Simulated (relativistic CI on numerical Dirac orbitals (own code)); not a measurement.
## Level scheme of Hg45+

Computed by Dirac-Coulomb-Breit CI, orbitals from a KLI potential per configuration, model QED (radiative potential, 1s self-energy scaled to tabulated hydrogen-like ionisation energies), unscaled Slater integrals (own radial code, finite nucleus).

Configuration list (outside the closed core [Ar] 3d10): 4s2 4p5, 4s 4p6, 4s2 4p4 4d, 4s 4p5 4d, 4s2 4p4 4f, 4s 4p5 4f, 4p6 4d, 4s 4p4 4d2, 4s2 4p3 4d 4f, 4p6 4f, 4p5 4d 4f, 4p5 4d2, 4p4 4d3, 4p4 4d2 4f. Double excitations out of closed p, d and f shells are left out; levels of such configurations are missing from the list, as are those of other unlisted configurations, and high levels can miss mixing partners.

The lowest level is 4s2 4p5 2P°_3/2, with 100 % of that term; Hund's rules for 4s2 4p5 give 2P° with J = 3/2, in agreement.

| No. | Configuration | Term | J | E (10³ cm⁻¹) | % | Next component (%) | Landé g |
| --- | --- | --- | --- | --- | --- | --- | --- |
| 1 | 4s2 4p5 | 2P° | 3/2 | 0.0 | 100 |  | 1.328 |
| 2 | 4s2 4p5 | 2P° | 1/2 | 1143.0 | 99 |  | 0.657 |
| 3 | 4p4(3P) 4d | 4D | 3/2 | 1361.5 | 35 | 32 2D | 1.181 |
| 4 | 4p4(3P) 4d | 4D | 5/2 | 1386.3 | 40 | 21 2F | 1.198 |
| 5 | 4p4(3P) 4d | 4P | 1/2 | 1387.7 | 48 | 28 2P | 1.666 |
| 6 | 4p4(3P) 4d | 2F | 7/2 | 1407.9 | 34 | 30 4F | 1.117 |
| 7 | 4p4(1S) 4d | 2D | 3/2 | 1489.7 | 64 | 19 4F | 0.846 |
| 8 | 4p4(1D) 4d | 2F | 7/2 | 1610.3 | 48 | 42 4D | 1.250 |
| 9 | 4p4(3P) 4d | 4F | 9/2 | 1623.2 | 68 | 31 2G | 1.259 |
| 10 | 4p4(3P) 4d | 2P | 1/2 | 1638.0 | 53 | 23 2S | 1.262 |
| 11 | 4p4(1S) 4d | 2D | 5/2 | 1742.2 | 52 | 23 4P | 1.214 |
| 12 | 4p4(3P) 4d | 2P | 3/2 | 1790.7 | 35 | 35 2D | 1.186 |
| 13 | 4p4(3P) 4d | 2D | 5/2 | 1823.0 | 50 | 17 2F | 1.160 |
| 14 | 4s 4p6 | 2S | 1/2 | 2118.7 | 81 | 11 4s2 4p4 4d 4P | 2.001 |
| 15 | 4p4(3P) 4d | 4D | 1/2 | 2456.1 | 80 | 16 2P | 0.191 |
| 16 | 4p4(3P) 4d | 4D | 3/2 | 2501.0 | 33 | 31 4F | 0.955 |
| 17 | 4p4(3P) 4d | 4F | 5/2 | 2538.4 | 47 | 38 2F | 0.986 |
| 18 | 4p4(1D) 4d | 2G | 7/2 | 2549.6 | 59 | 25 2F | 1.003 |
| 19 | 4p4(3P) 4d | 2D | 5/2 | 2712.6 | 55 | 21 2F | 1.150 |
| 20 | 4p4(1D) 4d | 2P | 3/2 | 2714.1 | 51 | 25 4P | 1.282 |
| 21 | 4p4(1D) 4d | 2S | 1/2 | 2717.9 | 39 | 27 2P | 1.799 |
| 22 | 4p4(3P) 4d | 4D | 7/2 | 2726.1 | 43 | 39 4F | 1.298 |
| 23 | 4p4(3P) 4d | 2P | 3/2 | 2759.7 | 49 | 19 2D | 1.240 |
| 24 | 4p4(3P) 4d | 2F | 5/2 | 2778.9 | 47 | 22 4P | 1.138 |
| 25 | 4p4(1D) 4d | 2G | 9/2 | 2786.1 | 68 | 31 4F | 1.175 |
| 26 | 4p4(1D) 4d | 2D | 5/2 | 2805.8 | 53 | 26 4P | 1.237 |
| 27 | 4p4(1D) 4d | 2F | 7/2 | 2844.3 | 75 | 13 4F | 1.145 |
| 28 | 4p4(3P) 4d | 2D | 3/2 | 2988.7 | 66 | 13 4F | 0.849 |
| 29 | 4p4(3P) 4d | 2P | 1/2 | 3042.8 | 70 | 26 2S | 1.049 |
| 30 | 4p4(3P) 4f | 4F° | 5/2 | 3296.6 | 36 | 34 2F° | 1.007 |
| 31 | 4p4(1D) 4f | 2D° | 3/2 | 3316.6 | 34 | 29 4D° | 0.852 |
| 32 | 4p4(3P) 4f | 4F° | 7/2 | 3327.5 | 43 | 16 2F° | 1.159 |
| 33 | 4p4(3P) 4f | 4D° | 1/2 | 3349.0 | 59 | 30 2P° | 0.255 |
| 34 | 4p4(3P) 4f | 4G° | 9/2 | 3381.4 | 35 | 23 2G° | 1.147 |
| 35 | 4p4(3P) 4f | 2G° | 9/2 | 3411.7 | 56 | 24 4F° | 1.137 |
| 36 | 4p4(1S) 4f | 2F° | 5/2 | 3423.8 | 44 | 23 4D° | 1.044 |
| 37 | 4p4(3P) 4f | 4G° | 11/2 | 3436.3 | 68 | 32 2H° | 1.210 |
| 38 | 4p4(3P) 4f | 2D° | 3/2 | 3443.8 | 41 | 29 2P° | 1.070 |
| 39 | 4s 4p5 4d | 4P° | 1/2 | 3476.7 | 90 | 5 4D° | 2.428 |
| 40 | 4p4(3P) 4f | 2F° | 7/2 | 3491.7 | 52 | 28 2G° | 1.077 |
| 41 | 4p4(1S) 4f | 2F° | 5/2 | 3521.5 | 43 | 34 2D° | 0.949 |
| 42 | 4s 4p5 4d | 4P° | 3/2 | 3534.7 | 61 | 22 4D° | 1.496 |
| 43 | 4p4(1S) 4f | 2F° | 7/2 | 3534.9 | 55 | 20 4D° | 1.159 |
| 44 | 4s 4p5 4d | 4D° | 5/2 | 3597.6 | 36 | 17 4F° | 1.262 |
| 45 | 4s 4p5 4d | 4F° | 7/2 | 3603.5 | 38 | 33 2F° | 1.207 |

Energies count from the lowest computed level; ° marks odd parity. Percentages are summed over parent terms; the parents shown are those of the largest component, closed shells are left out there.

The mean weight of the leading LS term, summed over parents, in these 45 levels is 54 %, and that of the leading jj configuration (from the same eigenvectors) 89 %, so jj coupling describes them better and the LS labels are nominal.

At this charge energies of transitions that change n are usually good to better than 1 %, and those within a shell (Δn = 0) to a few per cent.

LS names give the leading component of a level, which can be under half, so a name can repeat, a term be missing and a line seem to break the LS rules.
